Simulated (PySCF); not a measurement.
CH₃Cl₂OSb, SMILES C[O][Sb]([Cl])[Cl]. Heavy atoms are numbered as in [Sb:1]([Cl:2])([Cl:3])[O:4][CH3:5]. Hydrogens are named by the atom that carries them.

Geometry optimised at B3LYP-D3(BJ)/def2-SVP. The def2 effective core potentials stand for the cores of Sb; spin–orbit coupling is left out. One conformer was computed; it need not be the lowest.

All values below come from B3LYP/def2-TZVP run with PySCF.

ESP charges are fitted to the potential on shells at 1.4 to 2.0 van der Waals radii. Atomic charges (e), one atom of each kind:

```tsv
atom	Löwdin	ESP fit
Sb1	0.37	0.55
Cl2	-0.06	-0.21
O4	-0.16	-0.26
C5 (CH3)	-0.39	-0.27
H on C5	0.10	0.12
```
